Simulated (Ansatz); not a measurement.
Program: Ansatz. Geometries: PBE0-D4/def2-TZVP. ΔE: electronic, gas phase. CBS: MP2 limit from def2 TZ/QZ plus the TZ coupled-cluster correction, frozen cores. This one scheme is used for every species. Each species was taken in one conformer, which may not be the lowest.

`C=CS[Si](O)(O)O` + `O[SiH2]S` → `O[SiH2]S[Si](O)(O)O` + `C=CS`  (ligand exchange at the Si–S bond)

```json
{"species": "`C=CS[Si](O)(O)O`", "HF/def2-QZVPP energy (Eh)": "-990.65293"}
{"species": "`O[SiH2]S`", "HF/def2-QZVPP energy (Eh)": "-763.82038"}
{"species": "`O[SiH2]S[Si](O)(O)O`", "HF/def2-QZVPP energy (Eh)": "-1278.85342"}
{"species": "`C=CS`", "HF/def2-QZVPP energy (Eh)": "-475.62351"}
```

Q: Work out ΔE.

A: ΔE = (-1278.85342) + (-475.62351) − (-990.65293) − (-763.82038) = -0.00362 Eh = -2.3 kcal/mol. CCSD(T)/CBS gives -3.3 kcal/mol.

Largest T1 diagnostic among the species: 0.012.

The D4 term adds −0.7 kcal/mol with B3LYP and −0.4 kcal/mol with PBE0; it sums over pairs of atoms, weighted by their polarisabilities, and B3LYP, whose exchange is more repulsive, gets the larger term. In def2-TZVPP, CCSD(T) changes the Hartree–Fock value by −0.9 kcal/mol (the triples alone add −0.1 kcal/mol) and MP2 by −0.9 kcal/mol.

B3LYP here is the variant with VWN-RPA as its local correlation; programs differ in this.
